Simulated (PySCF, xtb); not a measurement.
C2H6ClFOSi, SMILES C[C@H](O)[Si@H](F)Cl. One conformer was computed; it need not be the lowest.

Harmonic wavenumbers (cm⁻¹) from GFN2-xTB run with xtb at its own minimum, in rising order: 37, 102, 132, 181, 222, 287, 299, 345, 447, 522, 619, 665, 707, 822, 938, 1014, 1079, 1111, 1179, 1304, 1330, 1407, 1490, 1501, 2346, 2842, 3001, 3039, 3045, 3530.

Task: What does PySCF with PBE-D3(BJ)/def2-SVP give at its own minimum? (The exact figures need the calculation; the answer reports its results.)

Result: 49, 115, 137, 224, 247, 263, 289, 380, 454, 521, 618, 792, 799, 877, 900, 960, 1062, 1086, 1156, 1272, 1331, 1340, 1410, 1424, 2198, 2854, 2956, 3039, 3068, 3675. Paired by order, the mean absolute difference is 41 cm⁻¹ and the zero-point energies are 50.8 and 50.7 kcal/mol.
